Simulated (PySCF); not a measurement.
A structure optimised at B3LYP-D3(BJ)/def2-SVP, used in a PySCF frequency run:

```
C
C 1 1.3716
H 2 1.0894 1 128.46
H 1 1.0917 2 123.24 3 0.00
C 1 1.4410 4 123.34 2 180.00
C 5 1.3593 1 109.51 4 180.00
H 5 1.0905 6 125.79 1 180.00
S 6 1.7139 5 115.69 7 180.00
```
Charge 0, spin multiplicity 2.

### Question
Write its SMILES, formula and point group.

### Answer
[c]1cccs1, C4H3S, Cs

### Question
What are its rotational constants (standard atomic weights)?

### Answer
8.8641, 5.2414, 3.2938 GHz
